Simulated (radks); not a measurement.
All-electron atom: the neon ion Ne+ in [He] 2s1.5 2p5 3p0.5 (fractional occupations, a model configuration). All-electron calculation, Dirac Kohn-Sham, LDA (Slater exchange, Perdew-Wang correlation), spin-unpolarised, spherical densities, point nucleus; open shells fill j = l - 1/2 first. Program: a radial shooting solver on a logarithmic mesh with Libxc functionals.

Radial electron density D(r) = 4 pi r^2 rho(r):

| r (bohr) | D(r) (e/bohr) |
|---|---|
| 0.01761 | 1.689 |
| 0.02257 | 2.509 |
| 0.02916 | 3.668 |
| 0.03736 | 5.113 |
| 0.04826 | 6.871 |
| 0.06185 | 8.631 |
| 0.07925 | 10.08 |
| 0.1024 | 10.78 |
| 0.1312 | 10.30 |
| 0.1695 | 8.677 |
| 0.2172 | 6.717 |
| 0.2783 | 5.422 |
| 0.3595 | 5.471 |
| 0.4606 | 6.474 |
| 0.595 | 7.224 |
| 0.7625 | 6.660 |
| 0.9771 | 4.860 |
| 1.262 | 2.655 |
| 1.617 | 1.098 |
| 2.089 | 0.3531 |
| 2.677 | 0.1647 |
| 3.431 | 0.1433 |
| 4.432 | 0.1142 |
| 5.68 | 0.05964 |
| 7.337 | 0.01684 |
| 9.402 | 0.002418 |
| 12.05 | 0.0001465 |

D(r) has 2 maxima, at r = 0.105, 0.614 bohr, and minima at 0.314 bohr, inside which lie 2.24 electrons.
